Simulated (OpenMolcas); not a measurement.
# Ir6+: moving or changing the point charges

Ir6+ among 6 point charges of -1.7 e arranged as a tetragonal octahedron (D4h), 2.24 Å from the ion, with the axial distance 2.307 Å.
```
   2.2400    0.0000    0.0000  -1.70
   0.0000    2.2400    0.0000  -1.70
  -2.2400    0.0000    0.0000  -1.70
   0.0000   -2.2400    0.0000  -1.70
   0.0000    0.0000    2.3072  -1.70
   0.0000    0.0000   -2.3072  -1.70
```

```yaml
Program: OpenMolcas 26.06
Method: "SS-CASPT2, IPEA 0.25 Eh, imaginary shift 0.1 Eh (closed shells correlated: 5s 5p)"
Basis: ANO-RCC-VTZP [8s7p5d3f1g]
Scalar_Hamiltonian: DKH2, point nucleus
Active_space: 3 electrons in 5 orbitals (5d)
State_averaging: 2S+1 = 4 even, 10 roots; 2S+1 = 2 even, 40 roots
Spin-orbit_coupling: RASSI with atomic mean-field integrals over the reference wave functions
```

Runs around this geometry, states (labels of D4, the rotations of D4h). Energies in cm-1 above the lowest state or level, χT in cm3 K/mol.

```
R (Å)  q (e)  Axial / equatorial distance  Ground state  First state of that spin  First gap with spin-orbit (degeneracies)  χT at 300 K  First state of another spin
 2.24   -1.7                         0.95           4B1                   4E 3420                                590 (2, 2)        0.115                    2B1 15530
 2.24  -1.36                         1.03           4B1                   4E 2200                                250 (2, 2)        0.124                    2A1 15190
 2.09   -1.7                         1.03           4B1                   4E 4430                                320 (2, 2)        0.119                    2A1 15650
 2.24   -1.7                         1.03           4B1                   4E 3140                                270 (2, 2)        0.122                    2A1 15360
 2.41   -1.7                         1.03           4B1                   4E 1950                                240 (2, 2)        0.125                    2A1 15060
```

Taking the first state of the same spin as R^-n, n = -ln(1950 / 4430) / ln(2.41 / 2.09) = 5.8 between the shortest and longest distance.

Scaling the charges by -1.36 / -1.7 = 0.80 scales the first state of the same spin by 2200 / 3140 = 0.70; with fixed orbitals a first-order splitting would follow the charge.

Free-ion shares, where given, are those of the reference states; single-state CASPT2 does not remix them. Spin-orbit coupling mixes the spin-free states strongly: the lowest level takes only 27 % from its leading state, 4E, which lies 3415 cm-1 above the lowest spin-free state (figures for R = 2.24, q = -1.7, ratio = 0.95; the like holds for R = 2.24, q = -1.36, ratio = 1.03, R = 2.09, q = -1.7, ratio = 1.03, R = 2.24, q = -1.7, ratio = 1.03, R = 2.41, q = -1.7, ratio = 1.03). The ground term spreads over less than 5000 cm-1, several times less than with real ligands, so orbital moments are less quenched and χT lies further from the spin-only value than at real sites (holds for R = 2.24, q = -1.36, ratio = 1.03; R = 2.41, q = -1.7, ratio = 1.03). This is an electrostatic model: the charges have no orbitals. No measured value stands beside these numbers.
